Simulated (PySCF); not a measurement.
One of the candidates below gave these computed data.

All candidates are C8H13NO.

| technique | computed result |
| --- | --- |
| Dipole | 3.82 D [PBE0/pcSseg-1] |
| 13C NMR | chemical shifts (computed TMS as zero) by class: 141.6 (1 C), 134.9 (1 C), 122.9 (1 C), 85.1 (1 C), 57.3 (1 C), 30.7 (1 C), 25.4 (1 C), 16.1 (1 C) ppm [GIAO PBE0/pcSseg-1] |
| NMR, other nuclei | isotropic shieldings of nuclei other than C and H, by class: -34 (1 N), 283 (1 O) ppm [GIAO PBE0/pcSseg-1] |
| Rotational structure | rotational constants A, B, C: 1.625, 0.971, 0.872 GHz [GFN2-xTB] |
| 1H NMR | chemical shifts (computed TMS as zero) by class: 6.04 (1 H), 3.81 (1 H), 3.47 (3 H), 2.67 (1 H), 2.63 (1 H), 2.07 (3 H), 2.04 (3 H) ppm [GIAO PBE0/pcSseg-1] |

The electronic properties come from PySCF, for the isolated species, density fitting. Levels stand in brackets. Isolated species at its GFN2-xTB geometry (one conformer only). NMR classes are plain means over equivalent atoms (diastereotopic ones count apart unless rotation or inversion swaps them), as if these changed places fast.

Question: Which candidate is it?
A. `C=C(/C=N/C(C)=O)C(C)C`
B. `C=CC[C@@H]1N=CC[C@H]1OC`
C. `[H]/N=C1\C=CC[C@@H]1CCOC`
D. `C/C=C(/C)[C@@H](CC#N)OC`
E. `C=C(C(N)=O)[C@H](C)C1CC1`

Answer: D. It is `C/C=C(/C)[C@@H](CC#N)OC`. Numbering: `[CH3:1]/[CH:2]=[C:3](/[CH3:4])[C@@H:5]([CH2:6][C:7]#[N:8])[O:9][CH3:10]`. Its formula, C8H13NO, gives 3 degrees of unsaturation: 0 rings and 3 π bonds in the structure found. 8 carbons fall into 8 classes; from least to most shielded: fully substituted alkene carbon [C3] (141.6 ppm), alkene CH carbon [C2] (134.9 ppm), nitrile carbon [C7] (122.9 ppm), sp3 carbon bound to oxygen [C5] (85.1 ppm), methoxy carbon [C10] (57.3 ppm), allylic carbon [C4] (30.7 ppm), sp3 carbon next to a nitrile [C6] (25.4 ppm), allylic carbon [C1] (16.1 ppm). Hydrogen classes from least to most shielded: 1 H on an alkene CH carbon, C2 (6.04 ppm), 1 H on an sp3 carbon bound to oxygen, C5 (3.81 ppm), 3 H on a methoxy carbon, C10 (3.47 ppm, a mean of values up to 0.6 ppm apart in this geometry), 1 H on an sp3 carbon next to a nitrile, C6 (2.67 ppm), 1 H on an sp3 carbon next to a nitrile, C6 (2.63 ppm), 3 H on an allylic carbon, C1 (2.07 ppm, a mean of values up to 1.4 ppm apart in this geometry), 3 H on an allylic carbon, C4 (2.04 ppm, a mean of values up to 0.6 ppm apart in this geometry). The other shieldings belong to: -34 ppm, nitrile nitrogen [N8]; 283 ppm, ether oxygen [O9]. The optimised geometry has point group C1 and is an asymmetric top.

The others, at the same levels:
- `C=C(C(N)=O)[C@H](C)C1CC1` fails: its computed 13C shifts are 173.3 (1 C), 163.6 (1 C), 119.2 (1 C), 53.5 (1 C), 23.5 (1 C), 17.5 (1 C), 6.9 (1 C), 6.1 (1 C) ppm, 1H shifts are 5.47 (1 H), 5.30 (1 H), 5.25 (1 H), 4.56 (1 H), 1.73 (3 H), 1.10 (1 H), 1.06 (1 H), 0.56 (1 H), 0.37 (1 H), 0.10 (1 H), -0.08 (1 H) ppm and rotational constant A is 1.822 GHz (against 1.625 GHz).
- `C=CC[C@@H]1N=CC[C@H]1OC` fails: its computed 13C shifts are 168.8 (1 C), 147.0 (1 C), 124.0 (1 C), 85.6 (1 C), 80.3 (1 C), 60.7 (1 C), 49.9 (1 C), 45.9 (1 C) ppm, 1H shifts are 7.44 (1 H), 6.29 (1 H), 5.43 (1 H), 5.39 (1 H), 4.24 (1 H), 3.65 (1 H), 3.35 (3 H), 3.23 (1 H), 2.94 (1 H), 2.66 (1 H), 1.30 (1 H) ppm and rotational constant A is 1.720 GHz (against 1.625 GHz).
- `C=C(/C=N/C(C)=O)C(C)C` fails: it has 7 carbon classes against 8; its computed 13C shifts are 180.5 (1 C), 164.2 (1 C), 155.7 (1 C), 134.2 (1 C), 31.2 (1 C), 27.4 (1 C), 23.9 (2 C) ppm, 1H shifts are 7.88 (1 H), 6.17 (1 H), 5.94 (1 H), 2.98 (1 H), 2.14 (3 H), 1.15 (6 H) ppm and rotational constant A is 2.409 GHz (against 1.625 GHz).
- `[H]/N=C1\C=CC[C@@H]1CCOC` fails: its computed 13C shifts are 192.4 (1 C), 159.9 (1 C), 138.9 (1 C), 74.7 (1 C), 61.4 (1 C), 44.3 (1 C), 40.6 (1 C), 39.5 (1 C) ppm, 1H shifts are 9.79 (1 H), 7.00 (1 H), 5.89 (1 H), 5.16 (1 H), 3.53 (3 H), 3.23 (1 H), 3.07 (1 H), 2.30 (1 H), 2.23 (1 H), 1.86 (1 H), 1.53 (1 H) ppm and rotational constant A is 3.016 GHz (against 1.625 GHz).

Each candidate is one conformer, not necessarily the lowest. The conformers computed, where there is a choice (atom-mapped SMILES and torsion angles):
- `[CH3:1]/[CH:2]=[C:3](/[CH3:4])[C@@H:5]([CH2:6][C:7]#[N:8])[O:9][CH3:10]`: C2–C3–C5–C6 -75°, C3–C5–C6–C7 -66°, C3–C5–O9–C10 65°
- `[CH2:1]=[C:2]([C:3]([NH2:4])=[O:5])[C@H:6]([CH3:7])[CH:8]1[CH2:9][CH2:10]1`: C1–C2–C3–N4 -50°, C1–C2–C6–C7 -107°, C2–C6–C8–C9 -79°, H–N4–C3–C2 180°, H–N4–C3–C2 -2°
- `[CH2:1]=[C:2](/[CH:3]=[N:4]/[C:5]([CH3:6])=[O:7])[CH:8]([CH3:9])[CH3:10]`: C1–C2–C3–N4 179°, C3–N4–C5–C6 111°, C1–C2–C8–C9 99°
- `[H]/[N:10]=[C:9]1/[C@@H:5]([CH2:4][CH2:3][O:2][CH3:1])[CH2:6][CH:7]=[CH:8]1`: C1–O2–C3–C4 -177°, O2–C3–C4–C5 178°, C3–C4–C5–C6 174°

The conformers of `C=CC[C@@H]1N=CC[C@H]1OC` aren't listed.
